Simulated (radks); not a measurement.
Species: Ag4+. Configuration: [Kr] 4d7.

Method: scalar-relativistic Kohn-Sham, LDA (Slater exchange, Perdew-Wang correlation), spin-polarised, spherical densities, finite nucleus; open shells are filled with parallel spins first (spin-orbit coupling, left out, can overturn this in heavy ions); Fermi nuclear charge, rms radius 4.5454 fm; computed with a radial shooting solver on a logarithmic mesh with Libxc functionals.

Energy parts (hartree):
part                        energy
total                  -5306.72252
kinetic                 5511.68364
electron-nucleus      -12742.21691
Hartree                 2066.07109
exchange-correlation    -142.26034

Orbitals (lengths in bohr, moments of r in powers of bohr; r(max) is where P^2 peaks):
| orbital | occ. | eigenvalue (hartree) | r(max) | <r^4> |
|---|---|---|---|---|
| 1s up | 1 | -931.8076 | 0.02018 | 4.466e-06 |
| 1s down | 1 | -931.8071 | 0.02018 | 4.466e-06 |
| 2s up | 1 | -139.0748 | 0.1141 | 0.0007941 |
| 2s down | 1 | -139.0508 | 0.1141 | 0.0007940 |
| 2p up | 3 | -125.0514 | 0.09116 | 0.0005685 |
| 2p down | 3 | -125.0324 | 0.09115 | 0.0005684 |
| 3s up | 1 | -27.21994 | 0.3330 | 0.03727 |
| 3s down | 1 | -27.20315 | 0.3330 | 0.03720 |
| 3p up | 3 | -22.61484 | 0.3260 | 0.03982 |
| 3p down | 3 | -22.59664 | 0.3260 | 0.03972 |
| 3d up | 5 | -15.33252 | 0.2733 | 0.03810 |
| 3d down | 5 | -15.30847 | 0.2734 | 0.03794 |
| 4s up | 1 | -5.59606 | 0.8188 | 1.250 |
| 4s down | 1 | -5.50650 | 0.8175 | 1.249 |
| 4p up | 3 | -4.23413 | 0.8696 | 1.819 |
| 4p down | 3 | -4.14329 | 0.8682 | 1.829 |
| 4d up | 5 | -2.24759 | 0.9959 | 4.772 |
| 4d down | 2 | -2.16050 | 0.9959 | 4.991 |

The highest occupied level is 4d down at -58.790 eV. Spin moment in Bohr magnetons: 3. The electron density at the nucleus is 1.487e+05 e/bohr^3 (large components only). For comparison, the ionisation energy in NIST's Atomic Spectra Database is 65 eV (theoretical). In exact Kohn-Sham theory the highest level is minus the ionisation energy, but local and semilocal functionals leave it too shallow, through self-interaction and a potential that decays too fast; potentials with the right tail come closer. The spin density at the nucleus is -2.460 e/bohr^3 (1s -0.149, 2s -1.077, 3s -0.065, 4s -1.170).
